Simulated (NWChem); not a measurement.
## Atomisation of OZn

```xyz
2

Zn     0.0000     0.0000     0.3589
O      0.0000     0.0000    -1.3460
```
Charge 0, spin multiplicity 1.

Program: NWChem. Structure: optimised with B3LYP/def2-SVP, a minimum by its harmonic frequencies.

Basis set: def2-TZVP. The atomisation energy is electronic alone: no zero-point, thermal, spin-orbit or counterpoise terms. No value is extrapolated to the basis-set limit. Free atoms are single determinants with multiplicities Zn 1, O 3. Correlated methods freeze the same cores in atoms and molecule, 10 orbitals in all.

Costs are rough ratios of processor time within this set of runs, SCF included, with HF as 1. Costs are the molecule's.

B3LYP has NWChem's definition, with VWN1-RPA local correlation. GW and range-separated runs recompute their integrals, the others keep them in memory, which bears on the times. The structure started from a generated list of species. No SCF solution was tested for a lower state. Open-shell Hartree-Fock references start from PBE0 orbitals; any time given for them includes that run. Coupled-cluster values serve here as a point of comparison, not as the truth.

| method | atomisation energy (kcal/mol) | relative cost |
|---|---|---|
| HF | ? | 1 |
| PBE0 | ? | under 3 |
| B3LYP | 27.3 | under 3 |
| PBE | 43.9 | under 3 |
| M06-2X | ? | under 3 |
| LDA (SVWN5) | 63.1 | under 3 |
| MP2 | ? | under 3 |
| CCSD(T) | 31.8 | 10 |
| CAM-B3LYP | 25.7 | 10 |
| LC-wPBE (omega 0.3 per bohr) | 35.3 | 20 |

Task: Some entries are withheld; supply them.

Result: 
- HF, atomisation energy (kcal/mol): -45.4
- PBE0, atomisation energy (kcal/mol): 26.7
- M06-2X, atomisation energy (kcal/mol): 23.1
- MP2, atomisation energy (kcal/mol): 48.1
